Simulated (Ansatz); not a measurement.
All numbers were calculated with Ansatz.

A structure relaxed at PBE0-D4/def2-TZVP, charge 0, multiplicity 2:

Cartesian coordinates in Å:
```
N -1.565 0.538 0.669
Ge 0.137 0.456 -0.080
N 0.602 -1.309 0.053
H -1.808 1.517 0.850
H -0.012 1.007 -1.523
H 1.200 1.271 0.682
H -0.075 -1.941 -0.353
H 1.521 -1.540 -0.297
```

(1) Give its formula and SMILES.

(2) Summarise the bond lengths by kind.

## Answers

(1) GeH5N2, `[NH][GeH2][NH2]`.

(2) 2 × Ge–N 1.829 to 1.861 Å; 3 × H–N 1.010 to 1.025 Å; 2 × Ge–H 1.541 to 1.552 Å.
